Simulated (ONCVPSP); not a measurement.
Potentials for fluorine (F) compared

Generated with ld1.x 7.5 (TM, RRKJ, ultrasoft, PAW), atompaw 4.2 or ONCVPSP 4.0.1. The cutoff is in Ry: for ld1.x and atompaw files where the sum of valence levels is converged to 10 mRy in a Bessel basis, for ONCV files where the hardest occupied wave has 1 mHa per electron of residual kinetic energy. The error is the largest all-electron minus pseudo excitation energy over each file’s own four to seven test configurations (ionisations up to +4, promotions, holes and added fractions of an electron), all of which were solved. The labels leave out finer settings (local radius, basis sizes, second energies), which also bear on the numbers. Spin-polarised tests are not counted. The rows are a selection from randomly drawn settings: files with unsolved tests, undetermined cutoffs or missed reference levels are left out.

A true bound ghost makes a file unfit for plane-wave use even where its test errors are small: the radial tests pick states by their node count and pass the ghost by.

```csv
potential,cutoff (Ry),largest error (meV),bound ghosts
"ONCV, PBE, scalar-relativistic, rc 0.65/1.85/1.80 (spd), local smoothed, core correction yes, reference 2s1.75 2p5.25, qcut 12.4/7.8/5.4, projectors 2/2/3",117,+1018,none
"ONCV, LDA (Perdew-Zunger), scalar-relativistic, rc 0.85/0.90 (sp), local smoothed, core correction no, reference 2s2 2p5, qcut 8/9.5, projectors 2/2",250,+346,none
"ONCV, PBE, scalar-relativistic, rc 0.75/1.70 (sp), local smoothed, core correction no, reference 2s2 2p5, qcut 9.6/7.1, projectors 2/3",99,+2648,p
"ONCV, BLYP, scalar-relativistic, rc 0.40/1.00/0.85 (spd), local smoothed, core correction no, reference 1s2 2s2 2p4.5, qcut 38.4/11.8/9.8, projectors 2/2/2",1003,+36,none
"ONCV, LDA (Perdew-Zunger), non-relativistic, rc 0.70/1.55/1.25 (spd), local smoothed, core correction yes, reference 2s2 2p5, qcut 11.4/10.7/8.7, projectors 1/2/1",106,+1167,none
```

(1) Fill in the row for F: ONCV, Wu-Cohen, non-relativistic, rc 0.80/1.50/1.55 (spd), local smoothed, core correction yes, reference 2s2 2p4.5, qcut 6.3/8.5/6, projectors 2/2/2.

(2) Fill in the row for F: ONCV, PBE, non-relativistic, rc 0.80/1.45/1.20 (spd), local smoothed, core correction yes, reference 2s1 2p6, qcut 8.1/10.7/6.9, projectors 2/2/2.

(3) Fill in the row for F: ONCV, PBEsol, scalar-relativistic, rc 0.70/1.65 (sp), local smoothed, core correction yes, reference 2s2 2p4, qcut 9.1/6.8, projectors 1/2.

Answers

(1) cutoff 471 Ry, largest error +1110 meV, bound ghosts: none.

(2) cutoff 148 Ry, largest error +501 meV, bound ghosts: none.

(3) cutoff 201 Ry, largest error +5170 meV, bound ghosts: none.
